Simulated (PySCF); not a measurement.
# What a mistake does to a calculation on BH3N2Si

Calculated results; nothing here was measured. The program is PySCF 2.14.0, an open-source quantum chemistry code, run on an isolated molecule that a program drew, which may never have been made. The molecule is BH3N2Si (charge 0, singlet), drawn as the SMILES string `NB=N[SiH]`.

Each row is a Hartree-Fock (HF) and frozen-core CCSD(T) single point in the cc-pV(D+d)Z basis, meant for a local HF minimum. Run 1 is clean. Each other run has one planted mistake out of seven kinds, and not every kind appears here: one electron removed, one electron added, multiplicity raised by two, geometry at a saddle point, minimal basis STO-3G, one bond length entered in bohr, all coordinates scaled. The reference is restricted for singlets and unrestricted otherwise, and also for a bond in bohr. Adding or removing an electron swaps singlet and doublet. Electrons count all cores. HOMO and LUMO are orbital energies over both spins, the gradient is its largest component, and the lowest frequency (negative if imaginary) is given only where the gradient is small. Bond lengths are over the 6 bonds as drawn. T1 is the CCSD diagnostic: over 0.02 (restricted) or 0.045 (unrestricted) a single reference is doubtful.

Geometry of the clean run:
```xyz
7
BH3N2Si, angstrom
N     0.5842   -1.2600    0.5006
B    -0.5547   -0.5501    0.8075
N    -1.5982    0.0986    1.0989
Si   -2.9900    1.0459    1.2646
H     1.0392   -1.8532    1.1618
H     1.0043   -1.2330   -0.4042
H    -3.3103    0.7233    2.7242
```

```
run,electrons,basis functions,<S^2>,HOMO (eV),LUMO (eV),gradient (hartree/bohr),lowest frequency (cm^-1),mean bond (Å),longest bond (Å),T1,HF (hartree),CCSD(T) (hartree),mistake
1,36,80,0.000,-7.82,1.79,2.9e-05,109,1.3093,1.692,0.0169,-424.30476,-424.83867,no fault
2,37,80,0.774,0.31,7.70,7.4e-02,-,1.3093,1.692,0.0184,-424.26545,-424.81151,one electron added
3,36,80,0.913,-8.12,0.57,2.0e-02,-,1.4573,1.886,0.0710,-424.14976,-424.68642,one bond length entered in bohr
4,36,27,0.000,-5.26,6.64,6.7e-02,-,1.3093,1.692,0.0189,-419.20344,-419.43484,minimal basis STO-3G
5,36,80,0.000,-7.88,1.73,1.1e-02,-,1.3250,1.712,0.0174,-424.30355,-424.84035,?
6,36,80,2.008,-6.51,0.95,3.2e-02,-,1.3093,1.692,0.0193,-424.26162,-424.77261,?
```

**Which mistake was planted in run 5, and what did it cost?**

The mean and the longest bond both change by the same factor, 1.012, and the gradient is no longer small. So the mistake is: all coordinates scaled. Subtracting run 1 and multiplying by 627.51 kcal/mol a hartree, the energy moved by 0.8 kcal/mol in HF and -1.1 kcal/mol in CCSD(T).

**Which mistake was planted in run 6, and what did it cost?**

Electrons, basis and geometry are unchanged, and <S^2> is 2.008, beside S(S+1) = 2.00 for a multiplicity of 3. So the mistake is: multiplicity raised by two. Subtracting run 1 and multiplying by 627.51 kcal/mol a hartree, the energy moved by 27.1 kcal/mol in HF and 41.5 kcal/mol in CCSD(T).

Cautions from the logs. Run 2: the HOMO is above zero, so the electron isn't bound and the energy depends on the basis; run 3: T1 is over the limit, so its CCSD(T) energy is less reliable.
